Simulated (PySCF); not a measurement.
TiOBr₂ (singlet). Computed with PBE0 in PySCF with Ti def2-SVP, O def2-SVP, Br def2-SVP; no relativity; density-fitted integrals.

Harmonic bands of its minimum:

| ω (cm⁻¹) | IR (km/mol) |
| --- | --- |
| 41 | 57.4 |
| 79 | 1.2 |
| 193 | 1.1 |
| 265 | 10.2 |
| 437 | 135 |
| 1159 | 222 |

Question: The central atom is Ti. Infer the point group and assign the bands.

Answer: C2v. The modes span b1 + 3a1 + 2b2: 41 b1, 79 a1, 193 b2, 265 a1, 437 b2, 1159 a1. The computed geometry has Ti–Br 2.370 Å (×2), Ti–O 1.567 Å; Br–Ti–Br 129.9°, Br–Ti–O 115.1° (×2).

Other isomers or separated fragments may lie lower.
